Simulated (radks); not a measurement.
Spherical jellium clusters: N electrons in a uniform positive sphere of charge N and radius rs N^(1/3), rs = 3.45 bohr. Level of theory: non-relativistic Kohn-Sham, LDA (Slater exchange, Perdew-Wang correlation), spin-polarised, spherical densities (a radial shooting solver with Libxc functionals). Levels are named by radial order and angular momentum (1s, 1p, 1d, 2s, ...), and open shells are averaged over m. Each electron was tried in the lowest free levels, single moves between levels near the top were tried too, and the lowest total energy was kept; such a search can miss a lower state. Energies include the self-energy of the background; IP and EA are vertical (highest electron removed, lowest free level filled), at fixed background; spill-out counts the electrons outside the background radius R, and alpha is the static dipole polarisability from linear response (closed shells only). A dash means not computed or, for alpha, an open shell; in EA it means that no bound solution was reached, which is typical of self-interaction and does not show that the anion is unstable. Real open-shell clusters deform, which this model forbids.

\begin{tabular}{lrrrrrrr}
N & open shells & 2S & E/N (eV) & E(N+1) + E(N-1) - 2E(N) (eV) & EA (eV) & -e(HOMO) (eV) & alpha/R^3 \\ \hline
1 & 1s(up 1, down 0) & 1 & -1.073 & - & - & 3.291 & - \\
2 & none & 0 & -1.620 & 1.393 & - & 3.582 & 1.772 \\
3 & 1p(up 1, down 0) & 1 & -1.338 & -0.746 & - & 2.238 & - \\
4 & 1p(up 2, down 0) & 2 & -1.383 & -0.561 & - & 2.865 & - \\
5 & 1p(up 3, down 0) & 3 & -1.523 & 0.320 & - & 3.278 & - \\
6 & 1p(up 3, down 1) & 2 & -1.562 & -0.453 & - & 2.984 & - \\
7 & 1p(up 3, down 2) & 1 & -1.655 & -0.334 & 1.768 & 3.345 & - \\
8 & none & 0 & -1.767 & 1.550 & - & 3.606 & 1.522 \\
9 & 1d(up 1, down 0) & 1 & -1.682 & -0.321 & - & 2.152 & - \\
10 & 1d(up 2, down 0) & 2 & -1.645 & -0.281 & - & 2.472 & - \\
11 & 1d(up 3, down 0) & 3 & -1.641 & -0.244 & - & 2.731 & - \\
12 & 1d(up 4, down 0) & 4 & -1.658 & -0.212 & 1.568 & 2.947 & - \\
13 & 1d(up 5, down 0) & 5 & -1.688 & 0.383 & - & 3.128 & - \\
14 & 1d(up 5, down 1) & 4 & -1.687 & -0.222 & 1.466 & 2.769 & - \\
15 & 1d(up 5, down 2) & 3 & -1.701 & -0.192 & 1.673 & 2.971 & - \\
16 & 1d(up 5, down 3) & 2 & -1.725 & -0.168 & 1.852 & 3.143 & - \\
17 & 1d(up 5, down 4) & 1 & -1.756 & -0.148 & 2.008 & 3.290 & - \\
18 & none & 0 & -1.792 & 0.242 & 1.825 & 3.417 & 1.397 \\
19 & 2s(up 1, down 0) & 1 & -1.812 & 0.210 & 1.696 & 3.179 & - \\
20 & none & 0 & -1.818 & 0.661 & - & 3.020 & 1.438 \\
21 & 1f(up 1, down 0) & 1 & -1.793 & -0.156 & 1.227 & 2.404 & - \\
22 & 1f(up 2, down 0) & 2 & -1.777 & -0.144 & 1.380 & 2.550 & - \\
23 & 1f(up 3, down 0) & 3 & -1.769 & -0.133 & 1.518 & 2.682 & - \\
24 & 1f(up 4, down 0) & 4 & -1.767 & -0.122 & 1.643 & 2.801 & - \\
25 & 1f(up 5, down 0) & 5 & -1.770 & -0.113 & 1.758 & 2.909 & - \\
26 & 1f(up 6, down 0) & 6 & -1.777 & -0.105 & 1.864 & 3.008 & - \\
27 & 1f(up 7, down 0) & 7 & -1.788 & 0.343 & 1.533 & 3.098 & - \\
28 & 1f(up 7, down 1) & 6 & -1.785 & - & 1.657 & 2.764 & - \\
\end{tabular}

All shells are closed at N = 2, 8, 18, 20 (there: 1s2 1p6 1d10 2s2); the second difference of the energy has clear peaks (12 % above both neighbours; the first and last values, which can be the largest, are not judged, and half-filled shells can peak too) at N = 5, 8, 13, 18, 20.
